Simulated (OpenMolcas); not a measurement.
## Re4+: moving the ligands

Re4+ with 6 ligands (fluoride) in octahedral coordination (Oh) at 1.94 Å. A charge of +0.333 e stands 2.8 Å behind each ligand. Ligand basis ANO-RCC-VDZP.

```
Program             : OpenMolcas 26.06
Method              : CASSCF
Basis               : ANO-RCC-VDZP [7s6p4d2f1g]
Scalar Hamiltonian  : DKH2, point nucleus
Active space        : 3 electrons in 5 orbitals (5d)
State averaging     : 2S+1 = 4 even, 10 roots; 2S+1 = 2 even, 40 roots
Spin-orbit coupling : RASSI with atomic mean-field integrals over the reference wave functions
```

Runs around this geometry, states (labels of O, the rotations of Oh). Energies in cm-1 above the lowest state or level, χT in cm3 K/mol; 10Dq and B are least-squares fits to the states below 45000 cm-1, weighted by degeneracy, with a free offset, and given where the rms deviation is under 5 % of |10Dq| (or 100 cm-1) and under 700 cm-1.

| R (Å) | Ground state | First state of that spin | 10Dq | B (rms of fit) | First gap with spin-orbit (degeneracies) | χT at 300 K | First state of another spin |
| --- | --- | --- | --- | --- | --- | --- | --- |
| 1.84 | 4A2 | 4T2 44887 |  |  | 13394 (4, 4) | 1.525 | 2E 14090 |
| 1.94 | 4A2 | 4T2 35636 | 35641 | 709 (8) | 13379 (4, 4) | 1.434 | 2E 14240 |
| 2.07 | 4A2 | 4T2 26809 | 26204 | 733 (213) | 13167 (4, 4) | 1.295 | 2E 14397 |

Taking the first state of the same spin as R^-n, n = -ln(26809 / 44887) / ln(2.07 / 1.84) = 4.4 between the shortest and longest distance.

Without dynamic correlation the repulsion within the d shell is too large (B by tens of per cent), so at a given field states of lower spin stand too high. With metal d orbitals alone the field can be off either way by tens of per cent. Ligand-to-metal charge-transfer states are missing. With no ligand orbital active B as a rule stays too high, so bands that hang on it stand too high and its fall with covalency is understated. The least metal-like active orbital is 73 % on the metal (Löwdin) and no ligand orbital is active, so the numbers are rough (holds for R = 1.84). The least metal-like active orbital is 76 % on the metal (Löwdin) and no ligand orbital is active, so the numbers are rough (holds for R = 1.94). The least metal-like active orbital is 78 % on the metal (Löwdin) and no ligand orbital is active, so the numbers are rough (holds for R = 2.07). No measured value stands beside these numbers; the geometry is a model, was not optimised and need not be the one that this ion takes.
